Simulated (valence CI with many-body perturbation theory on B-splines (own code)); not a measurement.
Energy levels of Ta XXXII

Calculated by relativistic CI+MBPT: six valence electrons over a frozen Dirac-Fock core [Kr], a basis of 7 s, 7 p, 8 d, 6 f, 4 g, 1 h functions for each j, with the one-electron correlation potential Σ1, the two-electron term Σ2, the three-electron term Σ3, Breit, model QED; selected CI, second order for the rest, scaled by the run's own slope (own B-spline code, finite nucleus).

No measured spectrum was set against this ion. As an estimate, large intervals hold to a few tenths of a per cent, small ones and those within an open d or f shell to about a per cent. Core correlation moves these levels by up to 7400 cm⁻¹, and in measured spectra 5 to 20 % of such shifts remained as error; rates that hang on mixing are uncertain with them. Among the levels kept, up to 760 cm⁻¹ of a level comes from second order outside the variational space, and about a tenth of that is noise between levels of different J, which matters for small intervals. Only levels of the ground parity were solved; by the run's estimate the other parity begins above the list, which can be wrong where configurations are misplaced.

Levels 1 to 34 of 34, with energies above the lowest level, (4d3/2^4 4d5/2^2) J=4. "Leading %" is the weight of the configuration and term that name the level; weights of strongly mixed levels are sums over their largest components and can fall short. In the jj column 3d3/2^4 stands for four electrons in 3d with j = 3/2. Lifetimes count E1, E2, E3, M1 and M2 decay at the calculated energies, and are blank where another channel may lead or the interval is too uncertain; long ones can be off by a factor of two.

```csv
No.,Configuration,Term,J,E (eV),Leading %,Lifetime,g,Leading jj
1,4d⁶,⁵D,4,0.000,39,,1.284,4d3/2^4 4d5/2^2 (93 %)
2,4d⁶,³P,2,2.567,41,353 s,1.302,4d3/2^4 4d5/2^2 (94 %)
3,4d⁶,³P,0,8.231,47,2.03 s,,4d3/2^4 4d5/2^2 (82 %)
4,4d⁶,⁵D,3,12.992,69,31.5 μs,1.384,4d3/2^3 4d5/2^3 (94 %)
5,4d⁶,⁵D,4,14.141,40,31.0 μs,1.163,4d3/2^3 4d5/2^3 (92 %)
6,4d⁶,⁵D,1,14.686,54,29.8 μs,1.330,4d3/2^3 4d5/2^3 (94 %)
7,4d⁶,³G,5,17.079,59,135 μs,1.129,4d3/2^3 4d5/2^3 (99 %)
8,4d⁶,³H,6,17.325,69,1.32 s,1.112,4d3/2^3 4d5/2^3 (98 %)
9,4d⁶,³F,2,19.140,50,41.9 μs,0.957,4d3/2^3 4d5/2^3 (93 %)
10,4d⁶,³G,3,19.656,29,52.1 μs,1.049,4d3/2^3 4d5/2^3 (96 %)
11,4d⁶,³P,0,22.949,76,282 μs,,4d3/2^3 4d5/2^3 (79 %)
12,4d⁶,³D,2,23.886,36,96.7 μs,1.136,4d3/2^3 4d5/2^3 (80 %)
13,4d⁶,³P,1,23.941,54,56.9 μs,1.122,4d3/2^3 4d5/2^3 (93 %)
14,4d⁶,¹G,4,24.295,38,464 μs,1.043,4d3/2^3 4d5/2^3 (91 %)
15,4d⁶,³F,3,25.287,54,74.6 μs,1.071,4d3/2^3 4d5/2^3 (98 %)
16,4d⁶,⁵D,2,28.826,52,12.6 μs,1.439,4d3/2^2 4d5/2^4 (90 %)
17,4d⁶,⁵D,0,30.054,57,10.9 μs,,4d3/2^2 4d5/2^4 (91 %)
18,4d⁶,³H,4,31.286,41,14.1 μs,1.096,4d3/2^2 4d5/2^4 (96 %)
19,4d⁶,³D,3,32.370,28,15.8 μs,1.200,4d3/2^2 4d5/2^4 (89 %)
20,4d⁶,³H,5,32.800,59,26.9 μs,1.097,4d3/2^2 4d5/2^4 (99 %)
21,4d⁶,¹I,6,34.359,69,40.0 μs,1.048,4d3/2^2 4d5/2^4 (98 %)
22,4d⁶,³G,3,34.714,44,23.6 μs,0.960,4d3/2^2 4d5/2^4 (97 %)
23,4d⁶,³P,1,35.850,49,19.2 μs,1.038,4d3/2^2 4d5/2^4 (91 %)
24,4d⁶,¹G,4,36.943,54,27.2 μs,1.053,4d3/2^2 4d5/2^4 (92 %)
25,4d⁶,³F,2,37.056,33,23.4 μs,1.051,4d3/2^2 4d5/2^4 (92 %)
26,4d⁶,³F,2,41.065,70,14.8 μs,0.859,4d3/2^2 4d5/2^4 (96 %)
27,4d⁶,³F,4,42.433,63,21.7 μs,1.161,4d3/2^2 4d5/2^4 (94 %)
28,4d⁶,³P,1,46.841,66,6.15 μs,1.497,4d3/2 4d5/2^5 (96 %)
29,4d⁶,¹D,2,48.867,82,21.9 μs,1.022,4d3/2^2 4d5/2^4 (94 %)
30,4d⁶,¹G,4,51.770,45,8.88 μs,1.027,4d3/2 4d5/2^5 (92 %)
31,4d⁶,³P,2,53.456,36,9.53 μs,1.207,4d3/2 4d5/2^5 (93 %)
32,4d⁶,¹S,0,54.057,73,13.9 μs,,4d3/2^2 4d5/2^4 (81 %)
33,4d⁶,³F,3,54.067,40,10.6 μs,1.065,4d3/2 4d5/2^5 (95 %)
34,4d⁶,³P,0,68.121,52,4.56 μs,,4d5/2^6 (85 %)
```

The ionisation energy to 4d⁵ ⁴P5/2 of the next ion comes out as 1263.6 eV (NIST: 1262 ± 4 eV (theoretical)). All 34 levels together are meant to be complete up to 70.711 eV.
